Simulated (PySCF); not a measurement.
A calculated (UHF, PySCF 2.14, x2c-QZVPPall, scalar relativity by spin-free X2C-1e) atom or ion has these occupied shells.

```tsv
shell	electrons	orbital energy (eV)	rms radius, mean of both spins (bohr)
1s β	1	-18101.2	0.0426
1s α	1	-18101.1	0.0426
2s α	1	-2582.9	0.176
2s β	1	-2582.5	0.176
2p α	3	-2298.1	0.157
2p β	3	-2297.8	0.157
3s α	1	-457.26	0.488
3s β	1	-457.11	0.488
3p α	3	-361.69	0.496
3p β	3	-361.49	0.496
3d α	5	-204.64	0.495
3d β	5	-204.06	0.495
4s α	1	-72.736	1.31
4s β	1	-70.115	1.31
4p α	3	-46.382	1.49
4p β	3	-42.480	1.49
4d α	3	-12.908	2.43
```

(1) Name the element and its charge.

Results:

(1) Zr+ (zirconium, charge +1), in [Kr] 4d3, high-spin 4F determinant (an excited configuration).
